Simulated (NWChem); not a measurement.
Isomers of Si4H8O, each optimised at PBE0/def2-SVP with NWChem, gas phase unless a solvent is named. Flexible species stand in one conformer each, which need not be the lowest.  Relative energies count from the lowest isomer at each level and are electronic, without zero-point energy, on those geometries.

A: [SiH3][SiH]1[SiH2]O[SiH2]1
B: [SiH2]1[SiH2][SiH2][SiH2]O1
C: O[SiH]1[SiH2][SiH2][SiH2]1
D: [SiH3][Si@@H]1O[SiH2][SiH2]1

```csv
quantity,A,B,C,D
"relative energy, BLYP/def2-TZVP (kcal/mol)",11.2,0.0,(withheld),13.7
"dipole (D), PBE0/def2-SVP",1.27,0.70,1.19,1.19
"highest harmonic frequency (cm⁻¹), PBE0/def2-SVP",2239,2240,(withheld),2242
"SMD solvation free energy in water, PBE0/def2-SVP (kcal/mol)",1.9,2.8,(withheld),2.0
```

Q: Fill in the missing entries.

A: 
- relative energy, BLYP/def2-TZVP (kcal/mol), C: 30.0
- highest harmonic frequency (cm⁻¹), PBE0/def2-SVP, C: 3928
- SMD solvation free energy in water, PBE0/def2-SVP (kcal/mol), C: -0.8
